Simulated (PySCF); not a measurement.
This PySCF input asks for the NMR shieldings of SMILES C/C=C\CO[BH-]1OCCO1, [C₆H₁₂BO₃]-; the geometry comes from GFN2-xTB.

```python
import basis_set_exchange as bse
import numpy as np
from pyscf import gto, dft
from pyscf.prop import nmr

atoms = """
C    -3.035486   -1.101466    0.034884
C    -3.013844    0.387317   -0.135158
C    -1.924636    1.141774   -0.158145
C    -0.506151    0.673772   -0.015617
O     0.374671    1.736465   -0.138974
B     1.818565    1.395461   -0.177833
O     2.129444    0.402336   -1.277162
C     2.483699   -0.811519   -0.731283
C     2.467069   -0.649200    0.809611
O     2.285005    0.689406    1.074676
H    -3.735698   -1.386447    0.822266
H    -2.048089   -1.473398    0.289643
H    -3.361786   -1.585692   -0.888167
H    -3.991441    0.843926   -0.253550
H    -2.010705    2.211343   -0.292565
H    -0.388586    0.177714    0.970258
H    -0.299134   -0.093594   -0.785209
H     2.395471    2.438351   -0.329990
H     3.494729   -1.104448   -1.079154
H     1.784245   -1.612283   -1.047511
H     3.418006   -0.995329    1.256254
H     1.654241   -1.265103    1.250307
"""
names = dict.fromkeys(["C", "O", "B", "H"], "pcSseg-1")
basis = {el: gto.basis.parse(bse.get_basis(n, elements=[el], fmt="nwchem")) for el, n in names.items()}
mol = gto.M(atom=atoms, basis=basis, charge=-1, verbose=0)
mf = dft.RKS(mol, xc="PBE0")
mf.grids.level = 2
mf.grids.alignment = dft.numint.BLKSIZE   # the property module wants whole blocks of grid points
mf.conv_tol = 1e-9
mf.kernel()

calc = nmr.RKS(mf)   # GIAO
C = mf.mo_coeff
Co = C[:, mf.mo_occ > 0]
resp = mf.gen_response(singlet=True, hermi=2)
def vind(x):   # induced exchange potential for any number of trial vectors
    d = np.einsum("pi,xij,qj->xpq", C, 2 * x.reshape(-1, C.shape[1], Co.shape[1]), Co, optimize=True)
    return np.einsum("xpq,pi,qj->xij", resp(d - d.transpose(0, 2, 1)), C, Co, optimize=True).ravel()
mo1, _ = nmr.rhf.solve_mo1(calc, with_cphf=vind)
sigma = calc.kernel(mo1)
for i, s in enumerate(sigma):   # ppm
    w = np.linalg.eigvalsh((s + s.T) / 2)
    print("%2d %-2s iso %8.1f  s11 %8.1f  s22 %8.1f  s33 %8.1f" % (i, mol.atom_pure_symbol(i), w.mean(), *w))
```

Problem. Give the expected output.

Solution. 
```
 0 C  iso    170.1  s11    155.7  s22    171.2  s33    183.2
 1 C  iso     69.4  s11    -37.1  s22     88.3  s33    157.1
 2 C  iso     29.4  s11    -80.9  s22     41.9  s33    127.1
 3 C  iso    124.6  s11    108.2  s22    112.1  s33    153.5
 4 O  iso    263.1  s11    228.7  s22    241.1  s33    319.7
 5 B  iso     94.8  s11     83.1  s22    100.0  s33    101.2
 6 O  iso    286.4  s11    223.5  s22    263.2  s33    372.4
 7 C  iso    114.2  s11     83.6  s22    100.0  s33    159.1
 8 C  iso    114.5  s11     84.6  s22     99.6  s33    159.3
 9 O  iso    280.6  s11    222.6  s22    256.9  s33    362.2
10 H  iso     30.5  s11     26.8  s22     28.1  s33     36.6
11 H  iso     29.8  s11     24.7  s22     30.5  s33     34.1
12 H  iso     30.3  s11     26.9  s22     27.8  s33     36.3
13 H  iso     26.7  s11     23.9  s22     27.1  s33     29.3
14 H  iso     25.4  s11     22.8  s22     24.2  s33     29.1
15 H  iso     27.1  s11     21.6  s22     27.7  s33     32.0
16 H  iso     27.1  s11     21.6  s22     27.4  s33     32.4
17 H  iso     28.5  s11     25.7  s22     27.1  s33     32.8
18 H  iso     27.5  s11     22.8  s22     25.3  s33     34.4
19 H  iso     27.5  s11     24.6  s22     25.7  s33     32.3
20 H  iso     27.6  s11     23.6  s22     25.3  s33     33.8
21 H  iso     27.5  s11     24.5  s22     25.5  s33     32.5
```

These numbers come from an equivalent density-fitted implementation of the same equations, which agrees with the script to about 0.01 ppm for H and up to a few tenths of a ppm for heavy atoms, so last digits may differ.

Size and cost of the density-fitted run: 230 basis functions, 50 s wall time on 1 thread of an Arm Neoverse V1, shared host; peak memory 1.1 GiB.
